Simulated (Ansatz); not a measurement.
HfO, SMILES [O]=[Hf], multiplicity 1.

Coordinates come from a B3LYP-D3(BJ)/def2-TZVPD optimisation. The spin state was assumed, not searched. The def2 effective core potentials stand for the cores of Hf; spin–orbit coupling is left out.

Two levels are set side by side: PBE/def2-TZVPD (Ansatz, a quantum-chemistry and plane-wave program) and PBE0/def2-TZVPD (Ansatz). Energy differences of separate SCF runs at the same geometry; the states with an electron removed or added have multiplicity 2 and 2. Differences are taken from unrounded values.

```
quantity                           PBE0   PBE  PBE minus PBE0
---------------------------------  ----  ----  --------------
vertical ionisation energy (eV)    7.67  7.70            0.02
vertical electron affinity (eV)    0.48  0.46           -0.02
vertical singlet–triplet gap (eV)  0.84  0.91            0.07
```
